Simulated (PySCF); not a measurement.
# How exact exchange moves a shielding

Molecule: SMILES C=C(F)B(F)F, C2H2BF3.

Molfile (atoms numbered from 1):
```
C2H2BF3
     RDKit          3D

  8  7  0  0  0  0  0  0  0  0999 V2000
   -1.2400    0.1636   -0.3090 C   0  0  0  0  0  0  0  0  0  0  0  0
   -0.0162   -0.3687   -0.3513 C   0  0  0  0  0  0  0  0  0  0  0  0
    0.2533   -1.3808   -1.1849 F   0  0  0  0  0  0  0  0  0  0  0  0
    1.1751    0.1175    0.5323 B   0  0  0  0  0  0  0  0  0  0  0  0
    2.3639   -0.4350    0.4502 F   0  0  0  0  0  0  0  0  0  0  0  0
    1.0053    1.1079    1.3868 F   0  0  0  0  0  0  0  0  0  0  0  0
   -1.4428    0.9874    0.3765 H   0  0  0  0  0  0  0  0  0  0  0  0
   -2.0456   -0.2080   -0.9475 H   0  0  0  0  0  0  0  0  0  0  0  0
  1  2  2  0
  2  3  1  0
  2  4  1  0
  4  5  1  0
  4  6  1  0
  1  7  1  0
  1  8  1  0
M  END
```

GIAO shieldings (ppm, equivalent atoms averaged) in PySCF 2.14 on the PBE0-D3(BJ)/def2-SVP geometry, basis pcSseg-2, gas phase, non-relativistic:

| functional | exact exchange (%) | σ(C2) | σ(F5/F6) | σ(F3) | σ(B4) |
| --- | --- | --- | --- | --- | --- |
| BLYP | 0 | 0.1 | 249.8 | 265.4 | 71.6 |
| BP86 | 0 | 5.5 | 248.9 | 265.0 | 74.1 |
| PBE | 0 | 5.3 | 247.1 | 262.4 | 73.4 |
| PBE0 | 25 | 10.8 | 266.2 | 290.7 | 78.5 |
| mPW1PW91 | 25 | 10.2 | 267.2 | 291.7 | 78.5 |
| BHandHLYP | 50 | 11.7 | 284.4 | 317.6 | 81.9 |
| HF | 100 | 25.0 | 312.6 | 356.0 | 92.8 |

Task: Fit each shielding as a line in the percentage of exact exchange.

Result: σ(C2) = 3.9 + 0.21 x (rms 2.1 ppm); σ(F5/F6) = 249.5 + 0.65 x (rms 1.6 ppm); σ(F3) = 266.0 + 0.93 x (rms 2.9 ppm); σ(B4) = 73.1 + 0.19 x (rms 0.8 ppm). The functionals also differ in their semilocal parts, which the line can't hold; Hartree–Fock has no correlation at all.

Task: What does the line predict for B3LYP (20 %), and what does the run give?

Result: σ(C2): 8.1 predicted, 4.7 computed; σ(F5/F6): 262.5 predicted, 264.6 computed; σ(F3): 284.6 predicted, 288.3 computed; σ(B4): 76.9 predicted, 75.7 computed ppm.
